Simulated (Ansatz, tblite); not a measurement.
Isomers of LaO$_{3}$H$_{3}$ (singlet), found by a short tight-binding search and relaxed with r2SCAN-D4/def2-SVP in Ansatz.

In the def2 sets La takes a core potential; there is no spin–orbit coupling. The xTB rows come from tblite. Correlated methods freeze 3 core orbitals; core or outer-core shells of La are correlated, in sets that lack core-valence functions.

A: At CCSD(T)/def2-TZVPP, B2PLYP/def2-TZVP the test of the restricted singlet for broken spin symmetry was undecided. It holds 1 O–O bond. B: At CCSD(T)/def2-TZVPP, B2PLYP/def2-TZVP the test of the restricted singlet for broken spin symmetry was undecided. It holds 1 O–O bond. C: At CCSD(T)/def2-TZVPP, B2PLYP/def2-TZVP the test of the restricted singlet for broken spin symmetry was undecided. It holds 1 O–O bond.

Other spin states weren't relaxed.

A:

```xyz
7

La    0.783   -0.575    0.199
O     1.532    0.545   -1.495
O    -1.332   -1.492    0.166
O    -1.627   -0.045    0.245
H     1.608    1.040   -2.315
H    -2.040    0.039    1.121
H     1.076    0.487    2.079
```

B:

```xyz
7

La    0.815   -1.012    0.052
O    -0.658    0.219    1.158
O     0.002    1.100   -1.123
O     0.499   -0.125    2.026
H    -0.442    1.705   -1.729
H     0.181   -3.081   -0.191
H    -0.398    1.194   -0.195
```

C:

```csv
atom,x (Å),y (Å),z (Å)
La1,-0.326,0.324,-0.560
O2,0.352,0.568,1.619
O3,-1.051,0.138,1.833
O4,0.903,-1.041,-1.703
H5,-0.501,2.240,-1.572
H6,1.556,-1.638,-2.080
H7,-0.934,-0.591,2.464
```

**Question.** Estimate which lies lowest at each level, and how far above it the others are (kcal/mol).

**Answer.** 
| level | A | B | C |
| --- | --- | --- | --- |
| GFN1-xTB | 3.2 | 15.1 | 0.0 |
| GFN2-xTB | 2.3 | 1.1 | 0.0 |
| HF/def2-TZVPP | 2.5 | 33.0 | 0.0 |
| PBE-D4/def2-TZVP | 0.9 | 15.2 | 0.0 |
| r2SCAN-D4/def2-TZVP | 1.0 | 17.1 | 0.0 |
| B97M-V/def2-TZVP | 1.2 | 19.4 | 0.0 |
| PBE0-D4/def2-TZVP | 1.2 | 19.2 | 0.0 |
| B2PLYP/def2-TZVP | 1.5 | 19.4 | 0.0 |
| MP2/def2-TZVPP | 1.0 | 16.9 | 0.0 |
| CCSD/def2-TZVPP | 1.4 | 22.5 | 0.0 |
| CCSD(T)/def2-TZVPP | 1.1 | 19.4 | 0.0 |
Point groups (tolerance 0.1 Å): A not assigned, B not assigned, C not assigned. A and C have the same bonds, so they are conformers or stereoisomers. Lower isomers may exist.
